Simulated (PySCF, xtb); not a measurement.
C3H6OSi, SMILES [SiH2](C#C)CO. The values are those of a single conformer.

Harmonic wavenumbers (cm⁻¹) from GFN2-xTB (xtb) at its own minimum, in rising order: 54, 112, 214, 219, 286, 320, 488, 572, 648, 659, 683, 683, 733, 759, 816, 1062, 1170, 1211, 1345, 1490, 2194, 2206, 2261, 2867, 2903, 3352, 3545.

Q: What does TPSSh-D3(BJ)/def2-SVP (PySCF 2.14.0) give at its own minimum? (Estimate from the structure and the level; the computed values follow.)

A: 77, 129, 223, 238, 256, 353, 562, 608, 680, 726, 728, 732, 805, 904, 954, 1071, 1180, 1225, 1373, 1485, 2136, 2251, 2275, 2954, 2998, 3458, 3774. Paired by order, the mean absolute difference is 55 cm⁻¹ and the zero-point energies are 47.0 and 48.8 kcal/mol.
